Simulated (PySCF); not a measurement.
# Bond length, frequency and bond energy of SeBr⁺ by level of theory

State: ³Σ⁻ (triplet), unpaired electrons π ↑↑. Set-up: PySCF, spin-free X2C with a Gaussian nucleus, basis sets Se x2c-SVPall, Br x2c-SVPall. De refers to Se⁺ + Br in their high-spin ground configurations, without counterpoise correction. The functionals are run spin-unrestricted. A positive dipole points towards Br; it is taken about the centre of mass and depends on that origin.

| Level | Re (Å) | ωe (cm⁻¹) | De (eV) | μ (D) | CPU s a point (SCF and correlation, without the integrals) |
| --- | --- | --- | --- | --- | --- |
| UHF | 2.194 | 357 | 0.86 | -2.35 | 0.43 |
| UHF-MP2 | 2.179 | 394 | 2.19 | n/a | 0.89 |
| UHF-SCS-MP2 | 2.189 | 381 | 2.06 | n/a | n/a |
| UHF-CCSD | 2.209 | 356 | 2.05 | n/a | n/a |
| UHF-CCSD(T) | 2.215 | 354 | 2.23 | n/a | 42 |
| LDA | 2.178 | 380 | 4.35 | -0.87 | 1.4 |
| PBE | 2.207 | 362 | 3.56 | -1.04 | 2.4 |
| PW91 | 2.206 | 362 | 3.61 | -1.04 | 1.3 |
| r²SCAN | 2.188 | 375 | 3.24 | -1.20 | 2.4 |
| PBE0 | 2.178 | 384 | 3.06 | -1.30 | 2.7 |
| M06-2X | 2.190 | 378 | 2.50 | -1.82 | 2.7 |

Problem. Which functional lies closest to UHF-CCSD(T) in De, which farthest, and by how much do they differ from it?

Solution. Closest is M06-2X (-2.5 pm in Re, +6.8 % in ωe, +0.27 eV in De against UHF-CCSD(T) in the same basis), farthest LDA (-3.7 pm in Re, +7.3 % in ωe, +2.12 eV in De). CCSD(T) converges more slowly with the basis than the functionals do and binds too weakly in this one, so the order can change at the basis-set limit.

Problem. What does a quarter of exact exchange do here, going from PBE to PBE0?

Solution. PBE0 less PBE: -2.9 pm in Re, +6.1 % in ωe, -0.50 eV in De. Exact exchange removes part of the self-interaction that spreads semilocal densities, and in most molecules shortens and stiffens the bond and lowers De; so it does here.

Problem. What does the step from GGA to meta-GGA do here, going from PBE to r²SCAN?

Solution. r²SCAN less PBE: -1.9 pm in Re, +3.6 % in ωe, -0.32 eV in De. 

Correlated steps freeze 18 core orbitals. Correlated levels converge slowly with the basis: in double zeta they bind strong bonds too weakly, by up to about 1 eV, and carry superposition errors of some tenths. Spin–orbit coupling is left out. For an ion De counts to the pair picked by the measured ionisation energies or electron affinities, which need not be the lowest pair at this level. The state is the lowest determinant that a PBE0 search found; another state may lie lower at other levels.

The whole job (state search and all levels along the bond) took about 10 min on 1 thread of Arm Neoverse N1 (shared host), peak memory 0.85 GiB.
